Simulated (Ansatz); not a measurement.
Molecule: sum formula GeIF₂, net charge 0, doublet state. It need not be the lowest isomer of its formula. 
Structure (B3LYP-D3(BJ)/def2-TZVP (Ansatz, a first-principles code) minimum search):
SMILES: [F][Ge]([F])[I]
```xyz
4

F     -1.9235     1.3922    -0.2358
Ge    -1.1296     0.0186     0.4905
F     -1.9700    -1.3250    -0.2397
I      1.3432    -0.0227    -0.2154
```
Charge 0, spin multiplicity 2.

Parts of the frozen-core correlation energy in def2-TZVPP (Ansatz, hartree). Frozen orbitals: 25; correlated occupied orbitals by spin: 13 and 12; virtual: 122 and 123. UHF or UKS for open shells. No spin-orbit coupling. In def2 rows, elements after Kr have scalar-relativistic effective core potentials.

```json
[
 {"term": "reference (HF)", "value": "-2571.09151"},
 {"term": "MP2 opposite-spin", "value": "(withheld)"},
 {"term": "MP2 same-spin", "value": "-0.19159"},
 {"term": "CCSD correlation", "value": "(withheld)"},
 {"term": "(T)", "value": "(withheld)"},
 {"term": "T1 diagnostic", "value": "0.017"},
 {"term": "largest doubles amplitude", "value": "0.039"},
 {"term": "<S^2> of the reference", "value": "0.776"}
]
```

Fill in the missing entries.


- MP2 opposite-spin, value: -0.53777
- CCSD correlation, value: -0.74411
- (T), value: -0.02617
